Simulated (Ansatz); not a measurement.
Reaction (ligand exchange at a W–O bond): `[NH]=[W](=[NH])([OH])[OH]` + H–F → `[NH]=[W](=[NH])([OH])[F]` + H₂O

Isolated molecules relaxed with PBE0-D4/def2-TZVP in Ansatz; ΔE leaves out vibrations. CCSD(T)/CBS is the MP2 limit (def2-TZVPP, def2-QZVPP) plus CCSD(T) − MP2 in def2-TZVPP, frozen cores. This one scheme is used for every species. def2 core potentials past Kr. For W outer-core shells are correlated without core-valence functions, which leaves a few kJ/mol of doubt a bond. One conformer a species, not always the lowest.

```
                    species  MP2/def2-QZVPP energy (Eh)
`[NH]=[W](=[NH])([OH])[OH]`                  -329.12180
                        H–F                  -100.36692
 `[NH]=[W](=[NH])([OH])[F]`                  -353.14845
                        H₂O                   -76.34932
```

Work out ΔE.

ΔE = (-353.14845) + (-76.34932) − (-329.12180) − (-100.36692) = -0.00905 Eh = -0.25 eV. CCSD(T)/CBS gives -0.27 eV.

What do rigid-rotor, harmonic-oscillator terms from PBE0-D4/def2-TZVP frequencies (298.15 K, 1 bar) make of the CCSD(T)/CBS value? (Estimate.)

Computed: ΔZPE = +0.03 eV, ΔH = -0.25 eV, ΔS = 13 J/(mol·K), ΔG = -0.29 eV.

Largest T1 diagnostic among the species: 0.020, so the coupled-cluster value is less sure than usual.

The D4 term adds +0.04 eV with B3LYP and +0.02 eV with PBE0; it sums over pairs of atoms, weighted by their polarisabilities, and B3LYP, whose exchange is more repulsive, gets the larger term. Leaving LDA and LC-ωPBE aside and taking each functional with its dispersion term where it has one, the values, not all of them listed here, spread over 0.11 eV, from B97M-V to PBE-QIDH. LDA lies +0.07 eV from PBE without D4. From r2SCAN to r2SCAN0 (25 % exact exchange), in def2-TZVPP and without D4, ΔE moves by +0.03 eV.

B3LYP here is the variant with VWN-RPA as its local correlation; programs differ in this.
